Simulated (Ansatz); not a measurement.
`[OH][GaH][GeH3]` + H–F → `[F][GeH3]` + `[OH][GaH2]`  (cleavage of the Ge–Ga bond)

Isolated molecules relaxed with PBE0-D4/def2-TZVP in Ansatz; ΔE leaves out vibrations. CCSD(T)/CBS is the MP2 limit (def2-TZVPP, def2-QZVPP) plus CCSD(T) − MP2 in def2-TZVPP, frozen cores. This one scheme is used for every species. DFT in def2-TZVPP. For Ga, Ge outer-core shells are correlated without core-valence functions, which leaves a few kJ/mol of doubt a bond. Scalar relativity is left out up to krypton. One conformer a species, not always the lowest.

(1) Is it downhill or uphill in electronic energy at CCSD(T)/CBS, and by how much? (Estimate.)

(2) What do these levels give: ωB97X-V, B2PLYP, MP2/def2-SVP, CCSD(T)/def2-TZVPP, MP2/def2-QZVPP, SCS-MP2/def2-QZVPP? (Best estimate.)

(3) What do rigid-rotor, harmonic-oscillator terms from PBE0-D4/def2-TZVP frequencies (298.15 K, 1 bar) make of the CCSD(T)/CBS value? (Best estimate.)

Largest T1 diagnostic among the species: 0.015.

Answers

(1) The calculation gave: Downhill: ΔE = -1.4 kcal/mol.

(2) Computed: ωB97X-V -5.7, B2PLYP -5.0, MP2/def2-SVP -6.9, CCSD(T)/def2-TZVPP -2.8, MP2/def2-QZVPP -2.4, SCS-MP2/def2-QZVPP -5.1 kcal/mol.

(3) Computed: ΔZPE = -0.5 kcal/mol, ΔH = -3.0 kcal/mol, ΔS = -7 J/(mol·K), ΔG = -2.5 kcal/mol. Modes under 50 cm⁻¹ make the entropy rough.

From BLYP to BHLYP (50 % exact exchange), in def2-TZVPP and without D4, ΔE moves by −1.3 kcal/mol. The D4 term adds +1.5 kcal/mol with B3LYP and +0.8 kcal/mol with PBE0; it sums over pairs of atoms, weighted by their polarisabilities, and B3LYP, whose exchange is more repulsive, gets the larger term. Leaving LDA and LC-ωPBE aside and taking each functional with its dispersion term where it has one, the values, not all of them listed here, spread over 7.5 kcal/mol, from B97M-V to PBE-D4. LDA lies +1.7 kcal/mol from PBE without D4.

B3LYP here is the variant with VWN-RPA as its local correlation; programs differ in this.
